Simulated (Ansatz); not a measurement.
Molecule: C3H12OSi2, charge 0, multiplicity 1. 
Structure (B3LYP-D3(BJ)/def2-TZVP (Ansatz, an electronic-structure program) minimum search):
SMILES: C[Si](C)(C)O[SiH3]
```xyz
18

C     -1.2112    -0.0319     1.7624
Si    -0.7694    -0.1013    -0.0539
C     -1.2059     1.5133    -0.8918
C     -1.6169    -1.5376    -0.8917
O      0.8596    -0.3496    -0.1950
Si     2.3468     0.2368     0.1248
H     -0.6938     0.7890     2.2645
H     -2.2847     0.1189     1.9000
H     -0.9360    -0.9596     2.2690
H     -0.6901     2.3547    -0.4231
H     -0.9258     1.4960    -1.9473
H     -2.2796     1.7082    -0.8336
H     -1.3409    -2.4832    -0.4203
H     -1.3382    -1.5947    -1.9461
H     -2.7037    -1.4389    -0.8361
H      2.5505     0.3779     1.5878
H      3.3553    -0.6999    -0.4177
H      2.5309     1.5683    -0.5036
```

Property: atomisation energy (electronic, to ground-state atoms), in kcal/mol. Cores are frozen in the correlated levels unless marked. Open shells are spin-unrestricted. No spin-orbit coupling. Non-relativistic. The coupled-cluster limit lacks core correlation, which all-electron functionals hold. CBS marks a two-point X^-3 extrapolation of the correlation energy; Hartree-Fock from the larger set. [CCSD(T)-MP2]/basis is that difference in the basis named.

```json
[
 {"level": "HF/aug-cc-pV(T+d)Z", "program": "Ansatz", "atomisation energy (kcal/mol)": "1235.6"},
 {"level": "B3LYP-D4/def2-TZVPD", "program": "Ansatz + dftd4", "atomisation energy (kcal/mol)": "1612.6"},
 {"level": "B3LYP/def2-TZVPD", "program": "Ansatz", "atomisation energy (kcal/mol)": "1596.9"},
 {"level": "PBE0/def2-SVP", "program": "Ansatz", "atomisation energy (kcal/mol)": "1595.2"},
 {"level": "PBE0-D3(BJ)/def2-TZVP", "program": "Ansatz + dftd3", "atomisation energy (kcal/mol)": "1607.1"},
 {"level": "BHLYP-D3(BJ)/def2-TZVPD", "program": "Ansatz + dftd3", "atomisation energy (kcal/mol)": "1588.1"},
 {"level": "r2SCANh-D4/def2-TZVPD", "program": "Ansatz + dftd4", "atomisation energy (kcal/mol)": "1609.3"},
 {"level": "r2SCANh/def2-TZVPD", "program": "Ansatz", "atomisation energy (kcal/mol)": "1606.4"},
 {"level": "HSE06-D3(BJ)/def2-TZVPD", "program": "Ansatz + dftd3", "atomisation energy (kcal/mol)": "1606.8"},
 {"level": "PBE-QIDH/def2-TZVPD", "program": "Ansatz", "atomisation energy (kcal/mol)": "1596.5"},
 {"level": "RPA@PBE/cc-pV(Q+d)Z", "program": "Ansatz", "atomisation energy (kcal/mol)": "1538.4"},
 {"level": "CCSD(T)/cc-pVTZ", "program": "Ansatz", "atomisation energy (kcal/mol)": "1573.1"},
 {"level": "CCSD(T) with core electrons (1s frozen past Ne)/cc-pwCVTZ", "program": "Ansatz", "atomisation energy (kcal/mol)": "1585.8"},
 {"level": "RI-MP2/CBS(cc-pV(T+d)Z,cc-pV(Q+d)Z)+[CCSD(T)-MP2]/cc-pV(T+d)Z", "program": "Ansatz", "atomisation energy (kcal/mol)": "1618.7"},
 {"level": "CCSD(T)/CBS(cc-pV(T+d)Z,cc-pV(Q+d)Z)", "program": "Ansatz", "atomisation energy (kcal/mol)": "1618.2"}
]
```
